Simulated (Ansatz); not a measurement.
Consider the formal exchange of groups at the Si–N bond: `N[SiH2]OBF` + SiH₄ → `FBO[SiH2][SiH3]` + NH₃.

Gas-phase electronic energies from Ansatz, PBE0-D4/def2-TZVP geometries. CCSD(T)/CBS is the MP2 limit (def2-TZVPP, def2-QZVPP) plus CCSD(T) − MP2 in def2-TZVPP, frozen cores. This one scheme is used for every species. Each species was taken in one conformer, which may not be the lowest.

```
          species  HF/def2-QZVPP energy (Eh)
     `N[SiH2]OBF`                 -545.62826
             SiH₄                 -291.26782
`FBO[SiH2][SiH3]`                 -780.63637
              NH₃                  -56.22439
```

(1) Work out ΔE.

Largest T1 diagnostic among the species: 0.013.

Results:

(1) ΔE = (-780.63637) + (-56.22439) − (-545.62826) − (-291.26782) = 0.03532 Eh = +0.96 eV. CCSD(T)/CBS gives +0.74 eV.

In def2-TZVPP, CCSD(T) changes the Hartree–Fock value by −0.20 eV (the triples alone add −0.03 eV) and MP2 by −0.12 eV. From PBE to PBE0 (25 % exact exchange), in def2-TZVPP and without D4, ΔE moves by +0.06 eV. The D4 term adds −0.05 eV with B3LYP and −0.03 eV with PBE0; it sums over pairs of atoms, weighted by their polarisabilities, and B3LYP, whose exchange is more repulsive, gets the larger term.

B3LYP here is the variant with VWN-RPA as its local correlation; programs differ in this.
